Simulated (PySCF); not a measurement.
Compound: C5H11NOSi2.
Atom-mapped SMILES: `[N:1]#[C:2][C@@H:3]1[CH2:4][O:5][SiH2:6][CH2:7][CH2:8][SiH2:9]1`

Definitions: NICS(0) = −σiso at the ring centroid; NICS(1) = −σiso and NICS(1)zz = −σzz at ±1 Å along the ring normal z. Level: GIAO PBE0/pcSseg-1 (PySCF, non-relativistic, gas phase) on the GFN2-xTB geometry, one conformer.

Ring bond lengths (Å), with Mayer bond orders in brackets: C3–C4 1.534 (0.99), C4–O5 1.389 (0.89), O5–Si6 1.623 (0.92), Si6–C7 1.907 (0.90), C7–C8 1.533 (1.04), C8–Si9 1.898 (0.94), Si9–C3 1.934 (0.77).

Give the NICS values of each ring in ppm.

```
                  ring                                                      type  NICS(0)  NICS(1), two faces  NICS(1)zz, two faces  rms pucker (Å)  centre to ring atoms, mean (Å)
C3–C4–O5–Si6–C7–C8–Si9  7-membered ring with O and 2 Si; formal bonds all single     -3.0         -1.6 / -2.6             0.9 / 1.6            0.34                            1.83
```

What can be read from them?

- C3–C4–O5–Si6–C7–C8–Si9: mean NICS(1)zz 1.2 ppm, near zero. C3, C4, Si6, C7, C8, Si9 have four or more neighbours; no verdict on aromaticity is drawn.

At the second NICS(1) probe listed for ring C3–C4–O5–Si6–C7–C8–Si9, 1 Å off the ring, what do the in-plane components average?

The isotropic value is a third of the trace: (3 × -2.6 − (1.6))/2 = -4.7 ppm.

Give the inner angles of the rings and the Hirshfeld charges of the ring atoms.

- C3–C4–O5–Si6–C7–C8–Si9: C3 112.5° (-0.096 e), C4 114.6° (+0.019 e), O5 134.9° (-0.216 e), Si6 109.2° (+0.392 e), C7 114.3° (-0.163 e), C8 114.4° (-0.154 e), Si9 110.2° (+0.351 e); sum 810.1° against 900° for a flat convex ring.
